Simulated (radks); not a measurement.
Valence configurations of Xe2+ (all share [Kr]). All-electron calculation, scalar-relativistic Kohn-Sham, PBE, spin-polarised, spherical densities, point nucleus; open shells are filled with parallel spins first (spin-orbit coupling, left out, can overturn this in heavy ions). Program: a radial shooting solver on a logarithmic mesh with Libxc functionals. Energies are relative to 4d10 5s2 5p4; eigenvalues in eV for spin up.

| valence | E (eV) | moment (Bohr magnetons) | e(4d) | e(5p) | e(5s) |
|---|---|---|---|---|---|
| 4d10 5s2 5p4 | 0.000 | 2 | -80.712 | -27.344 | -39.993 |
| 4d10 5s1.5 5p4.5 | 6.361 | 2 | -81.397 | -27.647 | -40.396 |
| 4d10 5s1 5p5 | 12.734 | 2 | -82.078 | -27.948 | -40.795 |
| 4d10 5s0.5 5p5.5 | 19.771 | 1 | -82.671 | -27.908 | -40.798 |
| 4d10 5p6 | 26.425 | 0 | -83.222 | -27.821 | - |
| 4d9.5 5s2 5p4.5 | 27.945 | 2 | -84.596 | -28.079 | -41.106 |
| 4d9 5s2 5p5 | 57.050 | 2 | -88.472 | -28.797 | -42.194 |
| 4d8 5s2 5p6 | 118.75 | 2 | -96.204 | -30.192 | -44.307 |

NIST lists [Kr] 4d10 5s2 5p4 as the ground configuration; this level of theory agrees among the configurations tried. The energies are those of spherical high-spin densities, not of single terms.
